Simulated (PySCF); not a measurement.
# Two-component Hartree-Fock for Zn³⁺ (zinc, charge +3)

Start: [Ar] 3d9; 3d3/2 filled at m_j = -1/2, +1/2, +3/2; 3d5/2 filled at m_j = -5/2, -3/2, -1/2, +1/2, +3/2, +5/2. Calculated with PySCF 2.14 in x2c-TZVPPall-2c: generalised Hartree-Fock with the X2C-1e Hamiltonian and a Gaussian nucleus; one run each with spin-orbit coupling (SO) screened by Boettger's factors, then bare. This is a chosen level, not necessarily the ground level.

| spinor shell | electrons | ε, screened SO (eV) | ε, bare SO (eV) | weight of nominal j (bare SO) | rms radius, bare SO (bohr) |
| --- | --- | --- | --- | --- | --- |
| 1s1/2 | 2 | -9772.5 | -9772.5 | 1.000 | 0.0580 |
| 2s1/2 | 2 | -1276.6 | -1276.6 | 1.000 | 0.244 |
| 2p1/2 | 2 | -1123.9 | -1125.2 | 1.000 | 0.217 |
| 2p3/2 | 4 | -1100.3 | -1099.7 | 1.000 | 0.220 |
| 3s1/2 | 2 | -199.70 | -199.71 | 1.000 | 0.727 |
| 3p1/2 | 2 | -147.88 | -148.03 | 0.902 | 0.760 |
| 3p3/2 | 4 | -146.83 | -146.78 | 0.951 | 0.769 |
| 3d3/2 | 3 | -62.611 | -63.385 | 0.681 | 0.907 |
| 3d5/2 | 6 | -62.874 | -62.481 | 0.841 | 0.914 |

```
   quantity  screened SO      bare SO
E (hartree)  -1792.00065  -1792.00436
        M_J          3/2          3/2
       ⟨J²⟩        3.756        3.754
       ⟨L²⟩        6.005        6.005
       ⟨S²⟩        0.752        0.752
```

Each row is a mean over spinors that exchange with the open shell spreads, by up to 7.230 eV (3p1/2).

Rows whose weight is well below 1 are mixtures of j = l ± 1/2: exchange outweighs spin-orbit coupling there, and the label is only the starting occupation.
